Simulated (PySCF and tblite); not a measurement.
Values are calculated unless marked as measured or tabulated.
C8H4F2S2, numbered as in [cH:1]1[cH:2][s:3][c:4](-[c:7]2[s:8][cH:9][c:10]([F:11])[cH:12]2)[c:5]1[F:6]. Conformers came from 200 starts (ETKDG and KDG, MMFF94s, GFN2-xTB); geometries are GFN2-xTB. Free energies are PBE0-D3(BJ)/pcSseg-1 single points with GFN2-xTB rigid-rotor and vibrational terms (modes under about 100 cm⁻¹ blended into free rotors). Symmetry numbers and mirror images are counted. Conformers within 2.5 kcal/mol (GFN2-xTB free energy) were kept, 7 at most. GIAO shieldings: PBE0/pcSseg-1. Shifts are against TMS (¹H), TMS (¹³C), CFCl3 (¹⁹F) at the same level. Run with PySCF (density fitting) and tblite.

Torsions listed: S3–C4–C7–S8.

| conformer | shape | point group | mirror pair | ΔE(DFT) | Δ(G−E) at 298.15 K | δ H12 (ppm) |
| --- | --- | --- | --- | --- | --- | --- |
| 1 | 180° | Cs | no | 0.00 | 0.00 | 7.14 |
| 2 | 0° | Cs | no | 0.31 | -0.01 | 7.47 |

Energies in kcal/mol; the thermal term leaves out symmetry numbers and mirror images.

(1) Work out the weights at 298.15 K and the ¹H shift of H12 under fast exchange.

## Answers

(1) RT = 0.592 kcal/mol. Each conformer gets RT ln(σ/g), with σ the rotational symmetry number and g = 2 for a mirror pair: 1: σ = 1, g = 1, G = 0.00 + 0.00 + 0.00 = 0.00, 0.00 above the lowest, exp(−ΔG/RT) = 1.000; 2: σ = 1, g = 1, G = 0.31 − 0.01 + 0.00 = 0.30, 0.30 above the lowest, exp(−ΔG/RT) = 0.601. The sum is 1.601, so the weights are 62.5, 37.5 %. The averaged shift is 7.27 ppm. At 298.15 K the leading conformer alone gives 7.14 ppm and bare DFT energies give 7.26 ppm.


Conformer gaps in pcSseg-1 on xTB geometries can be 2 kcal/mol off for S=O, P=O and other polar bonds.